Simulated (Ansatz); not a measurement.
Calculation: frozen-core CCSD(T)/cc-pVDZ // B3LYP-D3(BJ)/def2-SVP in Ansatz (a first-principles code). The restricted HF reference is unstable towards unrestricted orbitals.

Ansatz 0.2 input:
```yaml
crystal:
  periodic: [false, false, false]
  atoms:
    - { symbol: C, position_ang: [4.944061, 0.182202, -0.513134] }
    - { symbol: C, position_ang: [3.704785, 0.646148, -0.753691] }
    - { symbol: C, position_ang: [2.485788, 0.008877, -0.292679] }
    - { symbol: C, position_ang: [1.247384, 0.489573, -0.544427] }
    - { symbol: C, position_ang: [-0.031762, -0.082765, -0.121397] }
    - { symbol: C, position_ang: [-0.134602, -1.258685, 0.649501] }
    - { symbol: C, position_ang: [-1.379438, -1.760974, 1.018471] }
    - { symbol: C, position_ang: [-2.552313, -1.104703, 0.630503] }
    - { symbol: C, position_ang: [-2.489939, 0.072679, -0.135034] }
    - { symbol: Si, position_ang: [-4.057808, 0.990962, -0.625234] }
    - { symbol: C, position_ang: [-1.225941, 0.561555, -0.499288] }
    - { symbol: H, position_ang: [5.832183, 0.699352, -0.883394] }
    - { symbol: H, position_ang: [5.105069, -0.734449, 0.063178] }
    - { symbol: H, position_ang: [3.580946, 1.567383, -1.335959] }
    - { symbol: H, position_ang: [2.61032, -0.91143, 0.2886] }
    - { symbol: H, position_ang: [1.170881, 1.412243, -1.131505] }
    - { symbol: H, position_ang: [0.768624, -1.786739, 0.961064] }
    - { symbol: H, position_ang: [-1.43907, -2.676114, 1.612945] }
    - { symbol: H, position_ang: [-3.520588, -1.519136, 0.925297] }
    - { symbol: H, position_ang: [-5.165793, 0.018178, -0.853593] }
    - { symbol: H, position_ang: [-3.813507, 1.775496, -1.870377] }
    - { symbol: H, position_ang: [-4.488693, 1.938665, 0.446352] }
    - { symbol: H, position_ang: [-1.150602, 1.471674, -1.102555] }
basis:
  gaussian: { orbitals: cc-pVDZ }
correlation:
  method: ccsd_t
```

Output:

```
Functional definition: HF
2019 factors; integrals over basis functions are off by at most 9.5e-4 eV
mean field evaluation 1: about -18350.7075 eV, gradient 3.9e1 eV
mean field evaluation 2: about -18351.2125 eV, gradient 3.9e1 eV
mean field evaluation 4: about -18356.5719 eV, gradient 5.0e0 eV
mean field evaluation 8: about -18356.6504 eV, gradient 1.1e-1 eV
mean field evaluation 16: about -18356.1533 eV, gradient 9.8e-1 eV
mean field -18356.65045783 eV, -674.5944617408 hartree, gradient 7.8e-6 eV, S^2 0.000000; 0 other end points of the search recorded, 0 dependent functions left out; unrestricted orbitals would lower it
15 core orbitals not correlated
reference -18356.65045783 eV, -674.5944617408 hartree; 28, 28 occupied and 175, 175 virtual orbitals, 2019 factors
second order -38.46809980 eV of doubles, -0.00000000 eV of singles
cycle   1  -39.33466285 eV  change   -8.7e-1 eV  update   1.6e-1
cycle   2  -40.54164603 eV  change    -1.2e0 eV  update   5.3e-2
cycle   3  -40.82112317 eV  change   -2.8e-1 eV  update   2.3e-2
cycle   4  -40.82837680 eV  change   -7.3e-3 eV  update   8.0e-3
cycle   5  -40.83055249 eV  change   -2.2e-3 eV  update   3.5e-3
cycle   6  -40.83180677 eV  change   -1.3e-3 eV  update   1.1e-3
cycle   7  -40.83156980 eV  change    2.4e-4 eV  update   4.1e-4
cycle   8  -40.83158301 eV  change   -1.3e-5 eV  update   1.7e-4
cycle   9  -40.83163320 eV  change   -5.0e-5 eV  update   8.4e-5
cycle  10  -40.83160549 eV  change    2.8e-5 eV  update   3.5e-5
perturbative correction -1.79032027 eV, -0.0657930563 hartree
Total energy: -18399.27238359 eV, -676.1607886221 hartree
```

Cost: about 16 core-minutes (a rough figure).
